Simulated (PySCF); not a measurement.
**Dipole moment and polarisability of `CC1=COCC1(F)F`**

Compound: C5H6F2O.
Cartesian coordinates in Å at the GFN2-xTB level; atoms count from 1:
```
atom  x, y, z in Å
C1    -1.934   -0.075    0.369
C2    -0.521    0.220    0.019
C3     0.048    1.332   -0.443
O4     1.386    1.265   -0.662
C5     1.820   -0.041   -0.314
C6     0.572   -0.804    0.156
F7     0.714   -1.277    1.431
F8     0.354   -1.931   -0.587
H9    -2.303   -0.904   -0.235
H10   -2.554    0.799    0.197
H11   -2.005   -0.368    1.416
H12   -0.401    2.281   -0.670
H13    2.559    0.024    0.489
H14    2.263   -0.522   -1.189
```

Level: PBE0/def2-SVPD (PySCF), static field, nuclei fixed, core orbitals frozen in the response. The polarisability tensor in these axes (au):

```
x   69.70  2.05 -4.31
y    2.05 64.15 -5.17
z   -4.31 -5.17 51.79
```

Problem. What are the eigenvalues, a third of the trace, and Δα (Δα² = ½Σ(αi − αj)² over the three pairs)?

Solution. Principal values 49.34, 64.19 and 72.11 au; mean 61.88 au = 9.17 Å³ = 10.20 × 10⁻⁴⁰ C²·m²/J; Δα = 20.02 au (32 % of the mean).

Problem. What is the dipole moment, and where does it point?

Solution. (-0.50, 1.48, -0.39) D, 1.61 D in size, pointing from the negative to the positive side. Measured along this direction, the outermost atoms are F8 and F7 at the negative end and H12 at the positive end.

Problem. Give the principal axes and the span of the nuclei along them.

Solution. Largest value along (0.87, 0.41, -0.29), where the nuclei span 4.38 Å; middle along (-0.47, 0.86, -0.19), 3.99 Å; least along (0.17, 0.30, 0.94), 2.15 Å. The response follows the extents in order.

Problem. Find the Langevin capture rate constant for NO+ (29.998 u) meeting this molecule (120.039 u), k = 2.342 × 10⁻⁹ cm³/s × √(α in Å³ / reduced mass in u).

Solution. The reduced mass is 24.00 u, so k = 1.45 × 10⁻⁹ cm³/s. The formula leaves out the permanent dipole, which adds to the capture rate.

Problem. Give the eigenvalues of the traceless quadrupole moment Θ = ½Σq(3rr − r²1), origin at the centre of nuclear charge.

Solution. -5.45, -3.30, 8.74 D·Å. The values depend on the origin, since the dipole doesn't vanish. The electronic extent ⟨r²⟩ about the same centre is 821 bohr², a root-mean-square distance of 1.93 Å for the 62 electrons.

Problem. What would n − 1 = 2πNα be for an ideal gas of these molecules at 298.15 K and 1 atm, electronic part alone?

Solution. N = p/kT = 2.4615 × 10¹⁹ cm⁻³, so n − 1 = 2π × N × 9.17 × 10⁻²⁴ cm³ = 1418 × 10⁻⁶ at long wavelengths, for an ideal gas.

Problem. Form Σ f/ω² (atomic units) for the 6 lowest TDDFT singlets, given as eV and f, and set it beside the mean polarisability, which is this sum over all singlets: 6.27, 0.1808; 6.54, 0.0066; 6.78, 0.0009; 7.33, 0.0034; 7.68, 0.0020; 7.71, 0.0001.

Solution. They add up to 3.60 au, 5.8 % of the 61.88 au; the largest single term is 3.40 au, from the state at 6.27 eV. Terms in order: 3.40, 0.11, 0.01, 0.05, 0.02, 0.00 au. Higher excitations give the rest. The strengths listed sum to 0.194.

Geometry: GFN2-xTB; no solvent, vibrations or thermal averaging.

These values come from a run that also computed excited states. Hardware: an Arm Neoverse V2 with one thread, shared host with 32 logical CPUs at a one-minute load of 23. Cost: 32 s, 0.88 GiB resident at most.
